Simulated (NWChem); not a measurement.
# PbS, singlet; SMILES [S]=[Pb]

Results from NWChem. Medium grid unless said otherwise, to which SCAN and Minnesota functionals are sensitive. Low-valent species are run as closed-shell singlets; no triplet was tried in these runs. Structure relaxed at the PBE0-D3(BJ)/def2-TZVP level. def2 effective core potentials on Pb; no spin-orbit coupling.

Among these, which level gives the highest value of “dipole (D)”?
(A) M05-2X/def2-SVP
(B) MN15-L/def2-SVP
(C) MPW1K/def2-SVP
(D) PBE/def2-SVP

C, MPW1K/def2-SVP. Values: PBE/def2-SVP 3.33; MN15-L/def2-SVP 3.89; M05-2X/def2-SVP 3.91; MPW1K/def2-SVP 4.14
